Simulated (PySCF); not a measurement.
C₆ coefficients of unlike pairs at PBE

Calculated with PySCF 2.14 from the dipole response of each species, C₆(A,B) = (3/π) ∫ α_A(iu) α_B(iu) du, in atomic units, from isotropic polarisabilities. For ions this is the dispersion term alone; charge-induced terms of lower order in 1/R come first.

```
species           configuration                                                                             basis     relativity  α (bohr³)  C₆ (like pair)
  I(2+)  [Kr] 4d10 5s2 5p3 (4S)  x2c-QZVPPall with one added diffuse shell each of s, p, d, f type (14s10p8d5f1g)  spin-free X2C      13.74           96.22
     Br  [Ar] 3d10 4s2 4p5 (2P)                                                            def2-TZVPPD (7s6p5d1f)           none      22.27           180.0
 Ne(2+)       [He] 2s2 2p4 (3P)       aug-cc-pVTZ with one added diffuse shell each of s, p, d, f type (6s5p4d3f)           none     0.8760           1.119
    Mg+           [Ne] 3s1 (2S)       aug-cc-pVTZ with one added diffuse shell each of s, p, d, f type (7s6p4d3f)           none      33.42           142.8
```

Task: Estimate C₆ for Br with I(2+).

Result: The integral gives 129.7. The combination rule 2 C_A C_B / (C_A α_B/α_A + C_B α_A/α_B) gives 129.7 and the geometric mean 131.6.

No spin-orbit coupling is included.

The other pairs:

```json
{"pair": "Ne(2+), I(2+)", "C₆": "9.330"}
{"pair": "Ne(2+), Br", "C₆": "11.57"}
{"pair": "Mg+, Ne(2+)", "C₆": "7.100"}
{"pair": "Mg+, I(2+)", "C₆": "94.44"}
{"pair": "Mg+, Br", "C₆": "140.9"}
```
